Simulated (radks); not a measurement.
Valence configurations of In2+ (all share [Kr]). All-electron calculation, Dirac Kohn-Sham, PBE, spin-unpolarised, spherical densities, finite nucleus; open shells are shared between the two j in proportion to 2j + 1; Fermi nuclear charge, rms radius 4.6156 fm. Program: a radial shooting solver on a logarithmic mesh with Libxc functionals. Energies are relative to 4d10 5s1; eigenvalues in eV.

| valence | E (eV) | e(4d3/2) | e(4d5/2) | e(5p1/2) | e(5p3/2) | e(5s1/2) |
|---|---|---|---|---|---|---|
| 4d10 5s1 | 0.000 | -37.046 | -36.173 | - | - | -23.667 |
| 4d9 5s2 | 14.274 | -41.766 | -40.846 | - | - | -25.496 |
| 4d9 5s1 5p1 | 22.300 | -43.123 | -42.199 | -18.693 | -18.015 | -26.333 |
| 4d8 5s1 5p2 | 48.690 | -49.174 | -48.198 | -20.637 | -19.859 | -28.840 |
| 4d9.5 5s1 5p0.5 | 10.645 | -40.087 | -39.189 | -17.671 | -17.043 | -25.019 |
| 4d10 5p1 | 7.506 | -38.455 | -37.577 | -17.374 | -16.774 | - |
| 4d8 5s2 5p1 | 40.027 | -47.907 | -46.935 | -19.984 | -19.226 | -28.082 |
| 4d8 5s1.5 5p1.5 | 44.344 | -48.545 | -47.571 | -20.314 | -19.545 | -28.465 |
| 4d9.5 5s1.5 | 6.779 | -39.390 | -38.493 | - | - | -24.584 |
| 4d10 5s0.5 5p0.5 | 3.735 | -37.757 | -36.881 | -17.001 | -16.412 | -24.114 |

NIST lists [Kr] 4d10 5s1 as the ground configuration; this level of theory agrees among the configurations tried. The energies are those of spherical spin-averaged densities, not of single terms.
